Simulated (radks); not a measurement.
Ce5+, 53 electrons, occupied as [Kr] 4d10 5s2 5p5. Calculated with a radial shooting solver on a logarithmic mesh with Libxc functionals: scalar-relativistic Kohn-Sham, PBE, spin-polarised, spherical densities, finite nucleus; open shells are filled with parallel spins first (spin-orbit coupling, left out, can overturn this in heavy ions); Fermi nuclear charge, rms radius 4.8771 fm.

Radial electron density D(r) = 4 pi r^2 rho(r):

```
   r/bohr * D(r) (the largest magnitude, 99.6, reaches the edge; | marks zero)
 0.001133 | *
 0.001308 | *
 0.001499 |  *
 0.001717 |   *
 0.001967 |    *
 0.002272 |     *
 0.002603 |      *
 0.002982 |        *
 0.003417 |          *
 0.003914 |            *
 0.004521 |               *
 0.005179 |                  *
 0.005934 |                     *
 0.006798 |                        *
 0.007851 |                            *
 0.008995 |                               *
  0.01031 |                                   *
  0.01181 |                                      *
  0.01353 |                                        *
  0.01562 |                                         *
   0.0179 |                                         *
   0.0205 |                                        *
  0.02349 |                                       *
  0.02713 |                                     *
  0.03108 |                                    *
  0.03561 |                                    *
   0.0408 |                                      *
  0.04674 |                                          *
  0.05398 |                                               *
  0.06185 |                                                   *
  0.07085 |                                                      *
  0.08118 |                                                      *
  0.09375 |                                                   *
   0.1074 |                                              *
   0.1231 |                                         *
    0.141 |                                        *
   0.1615 |                                         *
   0.1865 |                                             *
   0.2137 |                                               *
   0.2448 |                                            *
   0.2805 |                                     *
    0.324 |                          *
   0.3712 |                   *
   0.4252 |                *
   0.4872 |                 *
   0.5582 |                   *
   0.6446 |                  *
   0.7385 |               *
   0.8461 |           *
   0.9694 |       *
    1.119 |     *
    1.283 |    *
    1.469 |   *
    1.684 |  *
    1.929 | *
    2.228 |*
    2.552 *
    2.924 *
     3.35 *
    3.869 *
    4.432 *
    5.078 *
```

D(r) has 4 maxima, at r = 0.0172, 0.0761, 0.214, 0.590 bohr, and minima at 0.0329, 0.141, 0.436 bohr, inside which lie 1.95, 11.17, 28.99 electrons.
